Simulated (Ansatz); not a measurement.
Gas-phase electronic energies from Ansatz, PBE0-D4/def2-TZVP geometries. CCSD(T)/CBS adds triple-zeta CCSD(T) − MP2 to the extrapolated MP2 energy (def2 sets, frozen cores). Functionals use def2-TZVPP. B3LYP here is the variant with VWN-RPA as its local correlation; programs differ in this. For Ge outer-core shells are correlated without core-valence functions, which leaves a few kJ/mol of doubt a bond. Scalar relativity is left out up to krypton. Each species was taken in one conformer, which may not be the lowest.

Reaction (cleavage of the B–Ge bond): `[BH2][GeH2][SiH3]` + `CCNC(C)(C)C` → `BN(CC)C(C)(C)C` + `[SiH3][GeH3]`

`[BH2][GeH2][SiH3]`:

Cartesian coordinates in Å:
```
B 1.458 0.121 -1.333
Ge 0.416 0.868 0.254
Si -1.305 -0.730 0.719
H 1.115 0.359 -2.452
H 2.373 -0.628 -1.159
H -0.285 2.210 -0.026
H 1.249 1.014 1.541
H -2.110 -0.283 1.886
H -2.203 -0.876 -0.456
H -0.707 -2.056 1.028
```

`CCNC(C)(C)C`:

Cartesian coordinates in Å:
```
C 1.215 1.607 -1.687
C 0.221 1.656 -0.537
N -0.705 0.538 -0.482
C -0.425 -0.569 0.434
C -0.647 -0.095 1.867
C -1.440 -1.658 0.110
C 0.989 -1.144 0.300
H 1.843 2.502 -1.702
H 1.868 0.734 -1.622
H 0.689 1.561 -2.646
H 0.760 1.715 0.413
H -0.351 2.589 -0.609
H -0.866 0.176 -1.413
H 0.060 0.691 2.147
H -1.657 0.303 1.978
H -0.513 -0.921 2.570
H -1.303 -2.026 -0.911
H -2.456 -1.268 0.200
H -1.330 -2.507 0.788
H 1.749 -0.390 0.518
H 1.161 -1.520 -0.712
H 1.139 -1.973 0.998
```

`BN(CC)C(C)(C)C`:

Z-matrix (Å, degrees):
```
C
N 1 1.467
C 1 1.518 2 113.4
H 1 1.091 2 109.6 3 -123.1
H 1 1.092 2 108.3 3 121.4
B 2 1.388 1 117.8 3 -76.7
C 2 1.478 1 116.1 3 104.9
H 3 1.093 1 110.4 2 179.0
H 3 1.091 1 111.7 2 -60.5
H 3 1.092 1 110.2 2 59.6
H 6 1.200 2 117.4 1 -1.1
H 6 1.192 2 122.5 1 179.0
C 7 1.531 2 109.4 1 67.6
C 7 1.522 2 111.1 1 -173.1
C 7 1.530 2 110.5 1 -53.3
H 13 1.092 7 112.3 2 -61.0
H 13 1.092 7 110.2 2 59.7
H 13 1.092 7 110.2 2 179.2
H 14 1.091 7 111.5 2 58.5
H 14 1.090 7 111.9 2 -62.7
H 14 1.092 7 108.7 2 177.9
H 15 1.092 7 109.6 2 -179.8
H 15 1.091 7 112.4 2 60.8
H 15 1.092 7 110.6 2 -60.6
```

`[SiH3][GeH3]`:

Cartesian coordinates in Å:
```
Si 0.724 0.493 0.820
Ge -0.711 -0.484 -0.805
H 1.193 -0.543 1.777
H -0.002 1.549 1.575
H 1.906 1.104 0.157
H 0.033 -1.572 -1.597
H -1.209 0.581 -1.796
H -1.934 -1.127 -0.131
```

```csv
level,ΔE (kcal/mol)
r2SCAN-D4,-37.6
PBE0-D4,-37.1
r2SCANh-D4,-37.6
B3LYP,-36.5
CAM-B3LYP,-38.4
SCS-MP2/def2-QZVPP,-38.5
MP2/CBS(def2),-38.8
CCSD/CBS(def2),-36.6
```

(1) What does CCSD(T)/CBS give? (Estimate.)

Largest T1 diagnostic among the species: 0.013.

Answers

(1) Ansatz gave: -37.6 kcal/mol. The listed levels differ from it by 0.0, 0.5, 0.0, 1.1, -0.8, -0.9, -1.2, 1.0 kcal/mol.

In def2-TZVPP, CCSD(T) changes the Hartree–Fock value by −4.6 kcal/mol (the triples alone add −1.0 kcal/mol) and MP2 by −5.8 kcal/mol. At CCSD(T), def2-SVP lies −5.1 kcal/mol from the extrapolated value and def2-TZVPP −0.8 kcal/mol.
